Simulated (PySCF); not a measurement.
CH4OSn, SMILES [OH][Sn][CH3] (connectivity only; charge and spin as stated), neutral, multiplicity 1.

Coordinates come from a PBE0-D3(BJ)/def2-SVP optimisation. The def2 effective core potentials stand for the cores of Sn; spin–orbit coupling is left out. Other conformers were not sampled.

Method: TDA-CAM-B3LYP/def2-SVPD in PySCF 2.14.0.

Vertical excitations. Isolated molecule, no solvent. State labels are in the subgroup Cs.

Computed lowest excited states:
```csv
state,symmetry,energy (eV),λ (nm),f,main pairs
S1,A",3.07,404,0.040,HOMO→LUMO 98 %
S2,A',5.16,240,0.107,HOMO→LUMO+1 84 %
S3,A",5.43,228,0.017,HOMO−2→LUMO 97 %
S4,A',5.98,207,0.098,HOMO−1→LUMO 77 %
S5,A',6.11,203,0.008,HOMO→LUMO+2 97 %
S6,A',6.44,192,0.506,HOMO→LUMO+3 89 %
S7,A",7.04,176,0.024,HOMO−1→LUMO+1 92 %
S8,A',7.37,168,0.167,HOMO→LUMO+4 79 %
S9,A",7.64,162,0.019,HOMO−3→LUMO 95 %
S10,A",7.83,158,0.012,"HOMO→LUMO+6 82 %, HOMO→LUMO+7 16 %"
T1,A",2.08,595,0,HOMO→LUMO 98 %
T2,A',4.25,292,0,HOMO→LUMO+1 92 %
T3,A',4.80,258,0,HOMO−1→LUMO 97 %
T4,A",4.99,248,0,HOMO−2→LUMO 97 %
```
Triplets are in the Tamm–Dancoff approximation.
